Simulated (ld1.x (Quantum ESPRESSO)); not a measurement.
# Varying the TM potential for In

Base potential:

ld1.x (Quantum ESPRESSO) 7.5 input, shortened:

```
&input
   title='In', zed=49., rel=0, dft='PBE', iswitch=3,
   config='[Kr] 4d10 5s2 5p1'
 /
 &inputp
   pseudotype=2, tm=.true., lloc=-1, rcloc=1.75,
   nlcc=.true., new_core_ps=.true., rcore=1.30
 /
3
5S  1  0   2.00   0.00  2.45  2.45  0.0
5P  2  1   1.00   0.00  3.10  3.10  0.0
4D  3  2  10.00   0.00  1.45  1.45  0.0
 &test
   configts(1)='4d10 5s2 5p1'
 /
```

All-electron outer shells of the reference configuration (PBE, non-relativistic, ld1.x):

```tsv
shell	level (eV)	outermost node (bohr)	outermost maximum (bohr)
4s	-110.81	0.43	0.80
4p	-76.17	0.42	0.83
4d	-19.78	0.40	0.92
5s	-7.65	1.06	2.24
5p	-2.60	1.16	2.88
```

Cutoffs, loose and tight: the cutoffs (Ry, on a coarse ladder) from which the occupation-weighted sum of valence levels, in a spherical-Bessel basis at the reference potential, stays within 10 and 1 mRy of its value at 400 Ry. They do not see the model core or the augmentation charge, which bear on the density cutoff. Test errors are all-electron minus pseudo excitation energies from the reference, over the configurations 4d10 5s2 5p0; 4d10 5s1 5p0; 4d10 5s0 5p0; 4d9 5s0 5p0; 4d10 5s2 5p1.3; 4d10 5s1 5p1; 4d10 5s0 5p3. A dash means not determined; rows that change the core or the reference have their own tests. The largest error is taken over the tests solved by every variant that gives reliable tests at all: 4d10 5s1 5p0; 4d10 5s2 5p0; 4d10 5s2 5p1.3; 4d9 5s0 5p0.

A true bound ghost makes a file unfit for plane-wave use even where its test errors are small: the radial tests pick states by their node count and pass the ghost by. Where a test does run into it, the solver fails or the error is huge.

```tsv
change	outcome	cutoff, loose	cutoff, tight	bound ghosts	largest test error (meV)
base	generated	80 Ry	140 Ry	s	-133
local potential all-electron potential smoothed inside 1.22 bohr (lloc = -1)	generated	80 Ry	140 Ry	s, p	-106
local potential all-electron potential smoothed inside 1.46 bohr (lloc = -1)	generated	80 Ry	140 Ry	s, p	-114
local potential all-electron potential smoothed inside 1.84 bohr (lloc = -1)	generated	80 Ry	140 Ry	s	-142
local potential all-electron potential smoothed inside 2.18 bohr (lloc = -1)	generated	80 Ry	140 Ry	none	-192
local potential all-electron potential smoothed inside 2.94 bohr (lloc = -1)	generated	80 Ry	140 Ry	none	-349
local potential all-electron potential smoothed inside 3.20 bohr (lloc = -1)	generated	80 Ry	140 Ry	none	-392
```

(1) What comes out with this change to the base: local potential all-electron potential smoothed inside 3.50 bohr (lloc = -1)?

(2) What comes out with this change to the base: local potential all-electron potential smoothed inside 2.34 bohr (lloc = -1)?

(3) What comes out with this change to the base: local potential all-electron potential smoothed inside 2.68 bohr (lloc = -1)?

Results:

(1) outcome: generated; cutoff, loose: 80 Ry; cutoff, tight: 140 Ry; bound ghosts: none; largest test error (meV): -448.

(2) outcome: generated; cutoff, loose: 80 Ry; cutoff, tight: 140 Ry; bound ghosts: none; largest test error (meV): -226.

(3) outcome: generated; cutoff, loose: 80 Ry; cutoff, tight: 140 Ry; bound ghosts: none; largest test error (meV): -293.

Reading the sweep of the rcloc (base included, trends over the rows without a ghost): The loose cutoff stays near 80 Ry. The median size of the test errors (rows with all tests solved) is not monotonic: lowest 1.4 meV at 2.94 bohr, highest 5.7 meV at 3.5 bohr. Bound ghosts are found at 1.22, 1.46, 1.75, 1.84 bohr.
